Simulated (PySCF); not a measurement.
A structure optimised at PBE0-D3(BJ)/def2-SVP, used in a PySCF frequency run:

```xyz
10

O     -0.3026    -2.6106     0.0000
C      0.6074    -1.8215     0.0000
C      0.4244    -0.3621     0.0000
N      1.4026     0.5027     0.0000
C      0.9244     1.7699     0.0000
C     -0.4480     1.8793     0.0000
S     -1.1684     0.3308     0.0000
H      1.6817    -2.1245     0.0000
H      1.6140     2.6159     0.0000
H     -1.0487     2.7880     0.0000
```
Charge 0, spin multiplicity 1.

Task: Write its SMILES, formula and point group.

Result: O=Cc1nccs1, C4H3NOS, Cs

Task: What are its rotational constants (standard atomic weights)?

Result: 5.1275, 1.9682, 1.4223 GHz
